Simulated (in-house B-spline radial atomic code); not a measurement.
RPA and G0W0 for the aluminium ion Al⁺, [Ne] 3s2, as one setting changes: the share of exact exchange in the PBE hybrid start. A dash marks a level of low quasi-particle weight. Computed with a B-spline radial code for spherical atoms: all electrons, non-relativistic, point nucleus, each spin shell either full or empty, empty states to l = 9 with an (l + 1/2)⁻⁴ tail; G0W0 by contour deformation at full frequency.

| share of exact exchange in the PBE hybrid start | mean-field level (eV) | G0W0 level (eV) | RPA correlation (Eh) |
| --- | --- | --- | --- |
| 0 | -14.785 | 3s -18.973 | -0.71212 |
| 0.1 | -15.167 | 3s -18.980 | -0.69977 |
| 0.2 | -15.548 | 3s -18.980 | -0.68829 |
| 0.3 | -15.928 | 3s -18.974 | -0.67754 |
| 0.4 | ? | ? | ? |
| 0.5 | -16.685 | 3s -18.953 | -0.65782 |
| 0.6 | -17.062 | 3s -18.940 | -0.6487 |
| 0.7 | -17.437 | 3s -18.925 | -0.64001 |
| 0.8 | ? | ? | ? |
| 0.9 | -18.185 | 3s -18.894 | -0.62373 |
| 1 | -18.557 | 3s -18.878 | -0.61608 |

**Question.** What belongs in the row for 0.4?

**Answer.** mean-field level (eV): -16.307; G0W0 level (eV): 3s -18.965; RPA correlation (Eh): -0.66741.

**Question.** What belongs in the row for 0.8?

**Answer.** mean-field level (eV): -17.812; G0W0 level (eV): 3s -18.910; RPA correlation (Eh): -0.6317.
